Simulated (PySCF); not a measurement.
WS2ClBr, SMILES [Br][W](=[S])(=[S])[Cl], multiplicity 1.

Geometry optimised at PBE0-D3(BJ)/def2-SVP. The spin state was assumed, not searched. The structure was generated by enumeration; whether it is a known compound was not checked. The def2 effective core potentials stand for the cores of W; spin–orbit coupling is left out.

Computed with PySCF with PBE0-D3(BJ)/def2-SVP.

Frequencies are harmonic and unscaled.

Computed vibrational spectrum:
```json
[
 {"mode": "1", "ν (cm⁻¹)": "94", "IR (km/mol)": "0.0", "Raman (Å⁴/amu)": "2.9", "depolarisation": "0.73", "moving atoms (share of kinetic energy)": "Cl 51 %, Br 28 %, W 15 %"},
 {"mode": "2", "ν (cm⁻¹)": "119", "IR (km/mol)": "0.0", "Raman (Å⁴/amu)": "4.4", "depolarisation": "0.75", "moving atoms (share of kinetic energy)": "S 49 %, Br 25 %, W 21 %"},
 {"mode": "3", "ν (cm⁻¹)": "139", "IR (km/mol)": "0.0", "Raman (Å⁴/amu)": "2.4", "depolarisation": "0.72", "moving atoms (share of kinetic energy)": "S 60 %, Cl 15 %, Br 13 %, W 12 %"},
 {"mode": "4", "ν (cm⁻¹)": "146", "IR (km/mol)": "0.0", "Raman (Å⁴/amu)": "6.5", "depolarisation": "0.75", "moving atoms (share of kinetic energy)": "S 52 %, Cl 42 %"},
 {"mode": "5", "ν (cm⁻¹)": "191", "IR (km/mol)": "0.6", "Raman (Å⁴/amu)": "6.9", "depolarisation": "0.75", "moving atoms (share of kinetic energy)": "S 87 %"},
 {"mode": "6", "ν (cm⁻¹)": "286", "IR (km/mol)": "23.2", "Raman (Å⁴/amu)": "4.1", "depolarisation": "0.06", "moving atoms (share of kinetic energy)": "Br 62 %, W 33 %"},
 {"mode": "7", "ν (cm⁻¹)": "414", "IR (km/mol)": "51.3", "Raman (Å⁴/amu)": "5.2", "depolarisation": "0.12", "moving atoms (share of kinetic energy)": "Cl 81 %, W 18 %"},
 {"mode": "8", "ν (cm⁻¹)": "562", "IR (km/mol)": "68.2", "Raman (Å⁴/amu)": "12.1", "depolarisation": "0.75", "moving atoms (share of kinetic energy)": "S 80 %, W 20 %"},
 {"mode": "9", "ν (cm⁻¹)": "568", "IR (km/mol)": "24.6", "Raman (Å⁴/amu)": "36.7", "depolarisation": "0.06", "moving atoms (share of kinetic energy)": "S 88 %, W 12 %"}
]
```
